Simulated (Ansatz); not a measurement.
`OC(O)N[SiH3]`, relaxed with RKS PBE-D4/def2-SVP in Ansatz from a rough embedded geometry. The force threshold is 0.03 eV/Å; the program also tests the step.

Total charge 0; spin multiplicity 1.

Start:

```xyz
12

O    -0.343    0.871   -1.585
C    -0.137    0.952   -0.255
O    -1.088    1.869    0.225
N    -0.390   -0.319    0.422
Si    0.742   -1.491    0.630
H    -0.244    1.715   -1.958
H     0.897    1.323   -0.051
H    -1.621    1.280    0.813
H    -1.080   -0.737   -0.279
H     1.830   -0.916    1.469
H     1.318   -1.896   -0.713
H     0.116   -2.652    1.281
```

(1) By how much does the energy fall, and how many steps does the optimiser take? (Estimate.)

(2) Which bonds change most? (Best estimate.)

(3) Give the relaxed structure. (Estimate.)

## Answers

(1) Computed: 68.40 kJ/mol, in 8 steps.

(2) Computed: N4–Si5 from 1.643 to 1.761 Å; O1–C2 from 1.348 to 1.409 Å; O1–H6 from 0.928 to 0.977 Å; N4–H9 from 1.069 to 1.028 Å.

(3) Computed: 
```xyz
12

O    -0.333    0.978   -1.722
C    -0.140    0.938   -0.327
O    -0.978    1.909    0.271
N    -0.430   -0.383    0.155
Si    0.808   -1.543    0.627
H    -0.593    1.897   -1.925
H     0.924    1.187   -0.072
H    -1.482    1.428    0.953
H    -1.246   -0.763   -0.343
H     1.731   -0.861    1.597
H     1.642   -2.098   -0.504
H     0.098   -2.689    1.290
```
